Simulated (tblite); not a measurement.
Species: C₇H₁₁F.
SMILES with atom numbers: `[F:1][CH:2]1[CH2:3][C:4]2([CH2:5][CH2:6][CH2:7]2)[CH2:8]1` (hydrogens: H9 on C2; H10, H11 on C3; H12, H13 on C5; H14, H15 on C6; H16, H17 on C7; H18, H19 on C8)

Level: GFN2-xTB in tblite, geometry and Hessian alike; calculated harmonic values, unscaled, isolated species. The method is semi-empirical: single wavenumbers can be off by several per cent or more.

Harmonic wavenumbers (cm⁻¹): 27.9, 56.5, 260.6, 297.7, 333.2, 413.7, 434.0, 497.5, 730.1, 776.0, 800.7, 860.3, 864.7, 925.3, 931.0, 941.5, 1006.3, 1039.6, 1044.3, 1064.4, 1076.0, 1084.1, 1146.6, 1169.1, 1188.8, 1199.7, 1211.1, 1221.6, 1231.3, 1238.8, 1247.7, 1253.6, 1263.1, 1313.0, 1321.3, 1447.3, 1457.7, 1464.5, 1469.1, 1489.8, 2946.8, 2994.4, 3001.4, 3009.4, 3011.9, 3012.5, 3015.5, 3019.3, 3021.3, 3023.6, 3025.2.

A = 5353, B = 1218, C = 1204 MHz; mass 114.084 u (most abundant isotopes); point group C1, symmetry number 1.

Question: What is the zero-point energy?

Answer: ½Σν̃ = 35940 cm⁻¹ = 102.76 kcal/mol.

Question: Give the ideal-gas entropy at 350 K and 1 bar in the rigid-rotor, harmonic-oscillator model (classical rotation).

Answer: Translation 40.93, rotation 28.58, vibration 23.76: S = 93.3 cal/(mol K).

Question: And Cp and H(350 K) − H(0)?

Answer: Cp = 36.17 cal/(mol K), of which vibrations give 28.22 (their classical limit is 51 R = 101.3); H(350 K) − H(0) = 7.06 kcal/mol without the zero-point energy, 4.27 from vibrations.

Question: Which modes carry the vibrational entropy at 350 K?

Answer: 27.9 cm⁻¹: 6.29; 56.5 cm⁻¹: 4.89; 260.6 cm⁻¹: 1.94; 297.7 cm⁻¹: 1.71; 333.2 cm⁻¹: 1.51; 413.7 cm⁻¹: 1.16 cal/(mol K); the other 45 give 6.26 together.

Question: Blend soft modes into free rotors: weight 1/[1 + (100 cm⁻¹/ν̃)⁴] for the oscillator and the rest for a rotor with moment μB/(μ + B), μ = h/(8π²ν), B = 10⁻⁴⁴ kg m². What vibrational entropy results?

Answer: 20.59 cal/(mol K) in place of 23.76, which changes −T·S at 350 K by +1.11 kcal/mol.

Question: How do the functions run with temperature in this model?

Answer: 
```
T (K)  S (cal/(mol K))  Cp (cal/(mol K))  H − H(0) (kcal/mol)  G − H(0) (kcal/mol)  ln q(vib)
  100             66.4              13.8                 1.13                -5.51       1.74
  200             78.0              20.8                 2.84               -12.75       3.34
  300             88.1              30.6                 5.39               -21.06       4.95
  500            108.8              51.3                13.66               -40.75       8.60
  800            137.8              71.5                32.37               -77.84      14.68
 1000            154.7              80.0                47.57              -107.12      18.72
```

q(vib) and H(0) count from the zero-point level.

Question: What must be added to the electronic energy to get the Gibbs energy at 350 K and 1 bar?

Answer: ZPE + [H(350 K) − H(0)] − T·S = 102.76 + 7.06 − 32.65 = 77.17 kcal/mol.

Hindered rotation and anharmonicity are outside this model.
